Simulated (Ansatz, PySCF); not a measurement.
C2H8O2Si2, SMILES [SiH2]1[Si@@H](O)O[C@@H]1C. Atoms are numbered in the order given.

```xyz
14

C     -2.3576    -0.6132     0.8341
C     -0.9657    -0.0219     0.9880
O      0.0375    -1.0327     0.6902
Si     0.9182    -0.5075    -0.6518
O      2.5544    -0.4142    -0.3883
Si    -0.4744     1.3207    -0.3201
H     -3.1278     0.1142     1.1376
H     -2.5514    -0.9028    -0.2119
H     -2.4584    -1.5154     1.4585
H     -0.8146     0.3112     2.0299
H      0.8057    -1.4076    -1.8246
H      2.8455     0.1333     0.3484
H      0.1047     2.5696     0.2604
H     -1.5603     1.6822    -1.2782
```

Geometry optimised at ωB97X-D3(BJ)/def2-SVP. The structure was generated by enumeration; whether it is a known compound was not checked. The values are those of a single conformer.

Two levels are set side by side: PBE-D3(BJ)/def2-SVP (Ansatz, an electronic-structure program) and ωB97X-D3(BJ)/def2-SVP (PySCF). Each level has its own optimised geometry; the coordinates shown are those of the second. Frequencies come from the Hessian of PySCF at each geometry. Differences are taken from unrounded values.

```json
[
 {"quantity": "mean bond length (Å)", "ωB97X-D3(BJ)": "1.459", "PBE-D3(BJ)": "1.472", "PBE-D3(BJ) minus ωB97X-D3(BJ)": "0.013"},
 {"quantity": "bond C1–C2 (Å)", "ωB97X-D3(BJ)": "1.520", "PBE-D3(BJ)": "1.521", "PBE-D3(BJ) minus ωB97X-D3(BJ)": "0.001"},
 {"quantity": "bond C2–O3 (Å)", "ωB97X-D3(BJ)": "1.455", "PBE-D3(BJ)": "1.464", "PBE-D3(BJ) minus ωB97X-D3(BJ)": "0.009"},
 {"quantity": "bond C2–Si6 (Å)", "ωB97X-D3(BJ)": "1.938", "PBE-D3(BJ)": "1.957", "PBE-D3(BJ) minus ωB97X-D3(BJ)": "0.019"},
 {"quantity": "bond O3–Si4 (Å)", "ωB97X-D3(BJ)": "1.689", "PBE-D3(BJ)": "1.709", "PBE-D3(BJ) minus ωB97X-D3(BJ)": "0.020"},
 {"quantity": "bond Si4–O5 (Å)", "ωB97X-D3(BJ)": "1.660", "PBE-D3(BJ)": "1.676", "PBE-D3(BJ) minus ωB97X-D3(BJ)": "0.016"},
 {"quantity": "bond Si4–Si6 (Å)", "ωB97X-D3(BJ)": "2.322", "PBE-D3(BJ)": "2.347", "PBE-D3(BJ) minus ωB97X-D3(BJ)": "0.025"},
 {"quantity": "bond C1–H7 (Å)", "ωB97X-D3(BJ)": "1.102", "PBE-D3(BJ)": "1.109", "PBE-D3(BJ) minus ωB97X-D3(BJ)": "0.007"},
 {"quantity": "bond C1–H8 (Å)", "ωB97X-D3(BJ)": "1.103", "PBE-D3(BJ)": "1.110", "PBE-D3(BJ) minus ωB97X-D3(BJ)": "0.007"},
 {"quantity": "bond C1–H9 (Å)", "ωB97X-D3(BJ)": "1.102", "PBE-D3(BJ)": "1.110", "PBE-D3(BJ) minus ωB97X-D3(BJ)": "0.008"},
 {"quantity": "bond C2–H10 (Å)", "ωB97X-D3(BJ)": "1.104", "PBE-D3(BJ)": "1.114", "PBE-D3(BJ) minus ωB97X-D3(BJ)": "0.010"},
 {"quantity": "bond Si4–H11 (Å)", "ωB97X-D3(BJ)": "1.483", "PBE-D3(BJ)": "1.498", "PBE-D3(BJ) minus ωB97X-D3(BJ)": "0.016"},
 {"quantity": "bond O5–H12 (Å)", "ωB97X-D3(BJ)": "0.963", "PBE-D3(BJ)": "0.974", "PBE-D3(BJ) minus ωB97X-D3(BJ)": "0.011"},
 {"quantity": "bond Si6–H13 (Å)", "ωB97X-D3(BJ)": "1.494", "PBE-D3(BJ)": "1.509", "PBE-D3(BJ) minus ωB97X-D3(BJ)": "0.014"},
 {"quantity": "bond Si6–H14 (Å)", "ωB97X-D3(BJ)": "1.493", "PBE-D3(BJ)": "1.507", "PBE-D3(BJ) minus ωB97X-D3(BJ)": "0.015"},
 {"quantity": "highest harmonic wavenumber (cm⁻¹)", "ωB97X-D3(BJ)": "3931", "PBE-D3(BJ)": "3755", "PBE-D3(BJ) minus ωB97X-D3(BJ)": "-176"},
 {"quantity": "mean harmonic wavenumber (cm⁻¹)", "ωB97X-D3(BJ)": "1236", "PBE-D3(BJ)": "1180", "PBE-D3(BJ) minus ωB97X-D3(BJ)": "-56"},
 {"quantity": "zero-point energy (kcal/mol)", "ωB97X-D3(BJ)": "63.62", "PBE-D3(BJ)": "60.72", "PBE-D3(BJ) minus ωB97X-D3(BJ)": "-2.90"}
]
```

Exact exchange shortens and stiffens bonds; PBE has none. Differences between two approximate levels are no errors against the true value.
